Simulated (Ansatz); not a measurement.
Cost and result up the ladder for the cluster Sn₂Br₄ (6 atoms). The state is a singlet with charge 0. Geometry: PBE0-D4/def2-SVP.

```xyz
6

Sn    0.318   -1.226    1.757
Sn    0.452   -0.036   -2.118
Br   -1.135   -1.748   -0.576
Br   -0.830    2.074   -1.553
Br   -0.964    0.863    2.393
Br    2.159    0.072    0.097
```

Ansatz on 4 threads of Arm Neoverse V1 on a shared host. Times are rough, and most runs start from the orbitals of an earlier one. PBE0-D4/def2-TZVP serves as the yardstick here, not as an exact answer. Binding counts from free atoms at the same level (Sn triplet, Br doublet; other spins of the atoms weren't run), without zero-point energy.

In the def2 sets Sn takes a core potential; there is no spin–orbit coupling. LC-ωPBE has ω = 0.4 bohr⁻¹. B3LYP takes the VWN-RPA correlation. Correlated methods freeze 44 core orbitals; core or outer-core shells of Sn, Br are correlated, in sets that lack core-valence functions. Another isomer (singlet) lies 0.09 eV lower at PBE0-D4/def2-TZVP; other spin states weren't run for this one.

```csv
level,functions,binding energy per atom (eV),difference from PBE0-D4/def2-TZVP (eV)
PBE0-D4/def2-TZVP,292,2.62,0.00
r2SCAN-D4/def2-TZVP,292,2.65,0.03
PBE-D4/def2-TZVP (with forces),292,2.72,0.10
MP2/def2-TZVP,292,2.60,-0.02
LC-ωPBE/def2-TZVP,292,2.40,-0.22
B3LYP-D4/def2-TZVP,292,2.59,-0.03
```

(1) Estimate how long each takes.

Answers

(1) PBE-D4/def2-TZVP (with forces) 8 s; LC-ωPBE/def2-TZVP 11 s; r2SCAN-D4/def2-TZVP 15 s; B3LYP-D4/def2-TZVP 19 s; MP2/def2-TZVP 21 s; PBE0-D4/def2-TZVP 23 s. On shared hardware such times vary by a factor of up to 3.
